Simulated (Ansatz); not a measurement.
Compare A (`BN([SiH3])C=C`) with its isomer B (`N[SiH]1BCC1`).

Calculated with Ansatz (gas phase, PBE0-D4/def2-TZVP geometries, no zero-point term in ΔE). CCSD(T)/CBS is the MP2 limit (def2-TZVPP, def2-QZVPP) plus CCSD(T) − MP2 in def2-TZVPP, frozen cores. DFT in def2-TZVPP. B3LYP here is the variant with VWN-RPA as its local correlation; programs differ in this. One conformer a species, not always the lowest.

Problem. Which is lower in electronic energy at CCSD(T)/CBS, and by how much? (Best estimate.)

Solution. Ansatz gave: A, by 20.7 kcal/mol.

Problem. Give E(B) − E(A) in kcal/mol with B3LYP, HF/def2-TZVPP, B2PLYP, CCSD/def2-TZVPP, CCSD(T)/def2-TZVPP, B3LYP-D4, CCSD(T)/def2-SVP. (An estimate is asked.)

Solution. Ansatz gave: B3LYP 24.2, HF/def2-TZVPP 27.4, B2PLYP 23.6, CCSD/def2-TZVPP 21.7, CCSD(T)/def2-TZVPP 22.1, B3LYP-D4 24.9, CCSD(T)/def2-SVP 29.6. None reverses the order clearly.

Problem. Does the order hold for the free energy at 298.15 K (harmonic terms from PBE0-D4)? (Estimate.)

Solution. Computed: Yes: G(B) − G(A) = +22.9 kcal/mol, for one conformer each.

Largest T1 diagnostic: 0.013.

In def2-TZVPP, CCSD(T) changes the Hartree–Fock value by −5.3 kcal/mol (the triples alone add +0.5 kcal/mol) and MP2 by −6.4 kcal/mol. From BLYP to BHLYP (50 % exact exchange), in def2-TZVPP and without D4, E(B) − E(A) moves by −2.4 kcal/mol.
